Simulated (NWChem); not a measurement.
System: CaO; SMILES [O]=[Ca]

Excerpt of the output:

```
             Northwest Computational Chemistry Package (NWChem) 7.3.0
             --------------------------------------------------------

 ORDER OF PRIMARY AXIS IS BEING SET TO 4
 C4V symmetry detected

                             Geometry "geometry" -> ""
                             -------------------------

 Output coordinates in angstroms (scale by  1.889725989 to convert to a.u.)

  No.       Tag          Charge          X              Y              Z
 ---- ---------------- ---------- -------------- -------------- --------------
    1 Ca                  20.0000     0.00000000     0.00000000    -0.52088029
    2 O                    8.0000     0.00000000     0.00000000     1.30220071

 Effective nuclear repulsion energy (a.u.)      46.4424563911

      Symmetry information
      --------------------

 Group name             C4v
 Group number             18
 Group order               8
 No. of unique centers     2

                                 NWChem DFT Module
                                 -----------------

 Summary of "ao basis" -> "ao basis" (spherical)
 ------------------------------------------------------------------------------
       Tag                 Description            Shells   Functions and Types
 ---------------- ------------------------------  ------  ---------------------
 Ca                         def2-svp                10       24   5s3p2d
 O                          def2-svp                 6       14   3s2p1d

      Symmetry analysis of basis
      --------------------------

        a1         16
        a2          0
        b1          3
        b2          3
        e          16

            General Information
            -------------------
          SCF calculation type: DFT
          Wavefunction type:  closed shell.
          No. of atoms     :     2
          No. of electrons :    28
           Alpha electrons :    14
            Beta electrons :    14
          Charge           :     0
          Spin multiplicity:     1
          Use of symmetry is: on ; symmetry adaption is: on
          Maximum number of iterations: 200
          AO basis - number of functions:    38
                     number of shells:    16
          Convergence on energy requested:  1.00D-06
          Convergence on density requested:  1.00D-05
          Convergence on gradient requested:  5.00D-04

              XC Information
              --------------
                         B3LYP Method XC Potential
                     Hartree-Fock (Exact) Exchange  0.200
                        Slater Exchange Functional  0.800 local
                    Becke 1988 Exchange Functional  0.720 non-local
              Lee-Yang-Parr Correlation Functional  0.810
                  VWN I RPA Correlation Functional  0.190 local

             Grid Information
             ----------------
          Grid used for XC integration:  medium
          Radial quadrature: Mura-Knowles
          Angular quadrature: Lebedev.
          Tag              B.-S. Rad. Rad. Pts. Rad. Cut. Ang. Pts.
          ---              ---------- --------- --------- ---------
          Ca                  1.80      112          11.0       590
          O                   0.60       49           8.0       434
          Grid pruning is: on
          Number of quadrature shells:   161
          Spatial weights used:  Erf1

      Superposition of Atomic Density Guess
      -------------------------------------

 Sum of atomic energies:        -751.35185782

      Non-variational initial energy
      ------------------------------

 Total energy =    -751.193162
 1-e energy   =   -1121.389763
 2-e energy   =     323.754145
 HOMO         =      -0.456020
 LUMO         =      -0.158161

      Symmetry analysis of molecular orbitals - initial
      -------------------------------------------------

 !! scf_movecs_sym_adapt:    6 vectors were symmetry contaminated

  Symmetry fudging

 !! scf_movecs_sym_adapt:    6 vectors were symmetry contaminated

  Numbering of irreducible representations:

     1 a1          2 a2          3 b1          4 b2          5 e

  Orbital symmetries:

     1 a1          2 a1          3 a1          4 a1          5 e
     6 e           7 a1          8 a1          9 e          10 e
    11 a1         12 e          13 e          14 a1         15 a1
    16 a1         17 e          18 e          19 a1         20 b1
    21 b2         22 e          23 e          24 a1

   convergence    iter        energy       DeltaE   RMS-Dens  Diis-err
 ---------------- ----- ----------------- --------- --------- ---------
 d= 0,ls=0.0,diis     1   -752.2737600865 -7.99D+02  1.20D-01  2.38D+00
 d= 0,ls=0.0,diis     2   -744.0664980518  8.21D+00  1.19D-01  1.93D+01
 d= 0,ls=0.0,diis     3   -752.5239202509 -8.46D+00  1.84D-02  7.72D-01
 d= 0,ls=0.0,diis     4   -752.6399633029 -1.16D-01  8.97D-03  3.55D-02
  Resetting Diis
 d= 0,ls=0.0,diis     5   -752.6374166313  2.55D-03  3.01D-03  6.97D-02
 d= 0,ls=0.0,diis     6   -752.6444837918 -7.07D-03  2.92D-03  1.66D-03
 d= 0,ls=0.0,diis     7   -752.6420479232  2.44D-03  2.57D-03  2.35D-02
 d= 0,ls=0.0,diis     8   -752.6446843802 -2.64D-03  1.87D-04  1.05D-05
 d= 0,ls=0.0,diis     9   -752.6446874289 -3.05D-06  3.32D-05  2.06D-06
 d= 0,ls=0.0,diis    10   -752.6446877738 -3.45D-07  5.20D-05  3.67D-07
 d= 0,ls=0.0,diis    11   -752.6446879160 -1.42D-07  3.86D-06  3.26D-09

         Total DFT energy =     -752.644687915968
      One electron energy =    -1127.242727422600
           Coulomb energy =      373.024571173170
    Exchange-Corr. energy =      -44.868988057643
 Nuclear repulsion energy =       46.442456391105

[...]

                         DFT ENERGY GRADIENTS

    atom               coordinates                        gradient
                 x          y          z           x          y          z
   1 Ca      0.000000   0.000000  -0.984321    0.000000   0.000000  -0.002558
   2 O       0.000000   0.000000   2.460803    0.000000   0.000000   0.002558
```

Level: B3LYP/def2-SVP. Structure relaxed at the PBE-D3(BJ)/def2-SVP level.

Question: Write an input that gives this output.

Answer: Several could match; the one computed here: the input that was run:
```
start job
memory heap 200 mb stack 900 mb global 1100 mb
geometry units angstroms noautoz
  Ca     0.000000     0.000000    -0.516105
  O      0.000000     0.000000     1.306976
end
basis spherical
  Ca library def2-svp
  O library def2-svp
end
dft
  xc b3lyp
  iterations 200
  convergence diis 3
end
task dft gradient
```
